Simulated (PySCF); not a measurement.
An equivalent PySCF input for Sn (tin, neutral), [Kr] 4d10 5s2 5p2, high-spin 3P determinant, with scalar relativity by spin-free X2C-1e:

```python
from pyscf import gto, scf, dft, mp, cc
import basis_set_exchange as bse
mol = gto.M(atom="Sn 0 0 0", charge=0, spin=2, symmetry="D2h",
            basis=gto.basis.parse(bse.get_basis("x2c-TZVPall", elements=["Sn"], fmt="nwchem", header=False)),
            nucmod="G")
mf = dft.UKS(mol, xc="R2SCAN").sfx2c1e()
mf.irrep_nelec = {'Ag': (9, 9), 'B1g': (2, 2), 'B2g': (2, 2), 'B3g': (2, 2), 'B1u': (4, 3), 'B2u': (4, 3), 'B3u': (3, 3)}
mf.kernel()
```

It reaches the same state as the run whose output follows, with an energy that differs only through the grid. The run itself started from symmetry-adapted Hartree-Fock orbitals and held the occupation by maximum overlap, on a logarithmic radial grid, so the iterations belong to that start.

```
SCF conv_tol = 1e-09
number electrons alpha = 26  beta = 24
XC functionals = R2SCAN
    J. W. Furness, A. D. Kaplan, J. Ning, J. P. Perdew, and J. Sun.,  J. Phys. Chem. Lett. 11, 8208-8215 (2020)
    J. W. Furness, A. D. Kaplan, J. Ning, J. P. Perdew, and J. Sun.,  J. Phys. Chem. Lett. 11, 9248-9248 (2020)
    J. W. Furness, A. D. Kaplan, J. Ning, J. P. Perdew, and J. Sun.,  J. Phys. Chem. Lett. 11, 8208-8215 (2020)
    J. W. Furness, A. D. Kaplan, J. Ning, J. P. Perdew, and J. Sun.,  J. Phys. Chem. Lett. 11, 9248-9248 (2020)
cycle= 1 E= -6176.47571268441  delta_E= -0.00964  |g|= 0.0348  |ddm|= 0.311
cycle= 2 E= -6176.47580777824  delta_E= -9.51e-05  |g|= 0.0179  |ddm|= 0.0355
cycle= 3 E= -6176.47585326306  delta_E= -4.55e-05  |g|= 0.00553  |ddm|= 0.0166
cycle= 4 E= -6176.47586040311  delta_E= -7.14e-06  |g|= 0.000372  |ddm|= 0.0066
cycle= 5 E= -6176.47586051536  delta_E= -1.12e-07  |g|= 3.82e-05  |ddm|= 0.000901
cycle= 6 E= -6176.4758605163  delta_E= -9.33e-10  |g|= 3.09e-06  |ddm|= 9.16e-05
converged SCF energy = -6176.4758605163  <S^2> = 2.0049043  2S+1 = 3.0032677
```
